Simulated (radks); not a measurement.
The numbers below are computed, except where a source is named.
Question: These are the eigenvalues of the occupied orbitals of an atom or ion with whole-number occupations (eV). Level of theory: Dirac Kohn-Sham, PBE, spin-unpolarised, spherical densities, point nucleus (a radial shooting solver on a logarithmic mesh with Libxc functionals).

1s1/2: -557.7310
2s1/2: -58.3449
2p1/2: -43.2757
2p3/2: -43.2230

Which element is it, and in what charge state? The configuration may be excited. Open shells, if any, are shared by 2j + 1.

Answer: Z = 8, oxygen, charge +2: O2+ in [He] 2s2 2p2. The list shows which subshells hold electrons but not how many an open one holds; the 1s level, -20.496 hartree, gives Z - s = 6.4 by -(Z - s)^2/2, which with screening and relativity narrows Z to a few neighbours, and the depths of the outer levels then fix element, charge and occupations together.
